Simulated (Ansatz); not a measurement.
Frontier orbitals of BH₄SbTe, SMILES `[BH2][SbH][TeH]`.

The species carries charge 0 and has multiplicity 1. Correlated methods include outer-core shells of Sb, Te, which these sets cover unevenly. Sb, Te: def2 effective core potential. All single points use the PBE0-D4/def2-TZVP geometry. Basis def2-TZVPP, Ansatz 0.2.0.

```
             functional  HOMO (eV)  LUMO (eV)
HSE06 (plane-wave form)      -6.07      -2.95
```

Give HOMO and LUMO (eV) with LDA (SPW92), PBE, revPBE, BLYP, r2SCAN, B97M-V, PBE0, B3LYP, r2SCANh, r2SCAN0, BHLYP, CAM-B3LYP, LC-ωPBE, ωB97X-V, ωB97M-V, HF. (Best estimate.)

Computed: 
```
 functional   HOMO   LUMO
LDA (SPW92)  -5.61  -3.69
        PBE  -5.46  -3.44
     revPBE  -5.41  -3.34
       BLYP  -5.28  -3.27
     r2SCAN  -5.69  -3.19
     B97M-V  -5.69  -3.21
       PBE0  -6.46  -2.58
      B3LYP  -6.23  -2.75
    r2SCANh  -6.05  -2.88
    r2SCAN0  -6.61  -2.44
      BHLYP  -7.29  -1.61
  CAM-B3LYP  -7.64  -1.53
    LC-ωPBE  -8.93  -0.45
    ωB97X-V  -8.62  -0.54
    ωB97M-V  -8.51  -0.74
         HF  -8.62   0.66
```

B3LYP here is the variant with VWN-RPA as its local correlation; programs differ in this. LC-ωPBE has ω = 0.4 bohr⁻¹.
